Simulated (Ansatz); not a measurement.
Reaction (formal exchange of groups at a B–O bond): `OCOB[SeH]` + `[CH3][AlH][OH]` → `[OH][AlH][BH][SeH]` + `COCO`

Isolated molecules relaxed with PBE0-D4/def2-TZVP in Ansatz; ΔE leaves out vibrations. CBS: MP2 limit from def2 TZ/QZ plus the TZ coupled-cluster correction, frozen cores. This one scheme is used for every species. Functionals use def2-TZVPP. For Se outer-core shells are correlated without core-valence functions, which leaves a few kJ/mol of doubt a bond. Scalar relativity is left out up to krypton. Each species was taken in one conformer, which may not be the lowest.

Problem. Is it downhill or uphill in electronic energy at CCSD(T)/CBS, and by how much? (Estimate.)

Solution. The calculation gave: Uphill: ΔE = +208.7 kJ/mol.

Problem. What do these levels give: PBE-D4, ωB97X-V, ωB97M-V, PBE, r2SCAN, PBE0, CCSD/def2-TZVPP, HF/def2-QZVPP, MP2/def2-QZVPP, SCS-MP2/def2-QZVPP, MP2/CBS(def2), CCSD/CBS(def2)? (Best estimate.)

Solution. Computed: PBE-D4 200.3, ωB97X-V 206.2, ωB97M-V 215.6, PBE 200.5, r2SCAN 213.0, PBE0 204.2, CCSD/def2-TZVPP 207.9, HF/def2-QZVPP 214.6, MP2/def2-QZVPP 220.3, SCS-MP2/def2-QZVPP 214.7, MP2/CBS(def2) 220.7, CCSD/CBS(def2) 210.0 kJ/mol.

Largest T1 diagnostic among the species: 0.014.

From PBE to PBE0 (25 % exact exchange), in def2-TZVPP and without D4, ΔE moves by +3.7 kJ/mol.
